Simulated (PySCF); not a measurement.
How methods differ on the ionisation energy of Tl⁺

Tl⁺ [Xe] 4f14 5d10 6s2 (1S) → Tl²⁺ [Xe] 4f14 5d10 6s1 (2S), as a difference of total energies. Computed with PySCF 2.14 in x2c-TZVPPall with one added diffuse shell each of s, p, d, f type (12s8p7d4f, 99 functions), with the spin-free X2C one-electron Hamiltonian (Gaussian nucleus). Correlated levels: valence: [Xe] 4f14 5d10 frozen; valence and next inner shell: [Kr] 4d10 4f14 frozen. The calculations carry no spin-orbit coupling.

| method | ionisation energy (eV) |
| --- | --- |
| UHF | 18.395 |
| LDA | 21.012 |
| PBE | 20.563 |
| PBE0 | 20.232 |
| r2SCAN | 20.411 |
| r2SCANh | 20.324 |
| wB97X | 20.185 |
| HSE06 | 20.269 |
| MP2 (valence) | 18.926 |
| SCS-MP2 (valence) | 19.032 |
| MP2 (valence and next inner shell) | 20.411 |
| SCS-MP2 (valence and next inner shell) | 20.292 |

How much does correlation contribute at MP2 (valence and next inner shell)?

20.411 − (18.395) = 2.016 eV, measured against UHF.

Errors of the correlated levels include the incompleteness of this basis and the frozen core.

For comparison: 20.428 eV (measured; NIST Atomic Spectra Database, ionization energies).
